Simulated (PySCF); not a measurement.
Vertical excitations of a molecule H8N2OSi2 from TDA-LC-ωPBE/def2-SVPD (PySCF 2.14.0), as energy in eV (oscillator strength): 7.19 (0.117), 7.33 (0.002), 8.35 (0.016), 8.61 (0.028), 8.65 (0.004), 8.72 (0.029), 8.75 (0.063), 8.79 (0.012), 8.84 (0.007), 9.09 (0.004). Lowest triplet (TDA): 6.71 eV. Geometry: B3LYP-D3(BJ)/def2-SVP. Other conformers were not sampled.

Pick the molecule that these values belong to.
A. N[Si@@H](O)N[SiH3]
B. N[SiH2]O[SiH2]N
C. N[Si](N)(O)[SiH3]
D. N[SiH](N)[SiH2]O

B, N[SiH2]O[SiH2]N
